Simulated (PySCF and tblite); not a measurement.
Electronic barriers of bond rotations, on GFN2-xTB stationary points: by GFN2-xTB itself (tblite) and by PBE0/pcSseg-1 + D3(BJ) single points (PySCF). Paths on which the two differ by 5 kcal/mol or more were left out, since the structures then suit only one of them.

| molecule | motion | GFN2-xTB (kcal/mol) | DFT (kcal/mol) |
| --- | --- | --- | --- |
| [H]/[N:6]=[C:4](\[C:2](=[CH2:1])[F:3])[CH3:5] | rotation about the C2–C4 bond (torsion C1–C2–C4–C5 from 180° to 360°, rising) | 3.8 | 4.3 |
| [CH2:1]=[CH:2][C:3](=[Se:4])[NH:5][CH3:6] | rotation about the C2–C3 bond (torsion C1–C2–C3–Se4 from 0° to 158°, rising) | 4.4 | ? |
| [O:1]=[c:2]1[c:3]([F:4])[c:5]1[C:6]([F:7])=[C:8]([F:9])[F:10] | rotation about the C5–C6 bond (torsion C2–C5–C6–F7 from 180° to 360°, rising) | 6.0 | 7.7 |
| [OH:1][c:2]1[cH:3][cH:4][c:5]2[cH:6][n:7][o:8][c:9]2[cH:10]1 | rotation about the C2–O1 bond (torsion C3–C2–O1–H from -180° to 0°, rising) | 6.4 | 4.4 |
| [CH3:1][CH2:2][N:3]([CH3:4])[C:5]([CH3:6])=[S:7] | rotation about the C2–N3 bond (torsion C1–C2–N3–C4 from -80° to -280°, falling) | 7.9 | 11.1 |
| [CH3:1][C:2](=[O:3])/[C:4]([Br:5])=[C:6](\[CH3:7])[OH:8] | rotation about the C2–C4 bond (torsion C1–C2–C4–Br5 from 0° to 180°, rising) | 8.3 | 9.3 |
| [N:1]#[C:2][C:3](=[O:4])/[C:5]([F:6])=[C:7](/[OH:8])[C:9]#[N:10] | rotation about the C3–C5 bond (torsion C2–C3–C5–F6 from 0° to 180°, rising) | 9.3 | 11.3 |
| [CH3:1][C:2](=[O:3])/[C:4]([F:5])=[C:6](\[CH3:7])[OH:8] | rotation about the C2–C4 bond (torsion C1–C2–C4–F5 from 0° to 180°, rising) | 11.2 | 13.4 |

Question: Fit a straight line to the complete rows and predict the DFT barrier of C=CC(=[Se])NC.

Answer: DFT = -1.18 + 1.319·GFN2 (7 points, rms 1.4 kcal/mol, correlation 0.907). At 4.4 this gives 4.6 kcal/mol; the calculation itself gave 4.6 kcal/mol, so the fit is off by 0.0.

For scale, the study of C=CC(=[Se])NC took 61 s on 1 thread of Intel Xeon Platinum 8488C (shared host) (rough), peak memory 0.84 GiB, launched as `OMP_NUM_THREADS=1 python ens_run.py task.json out`.
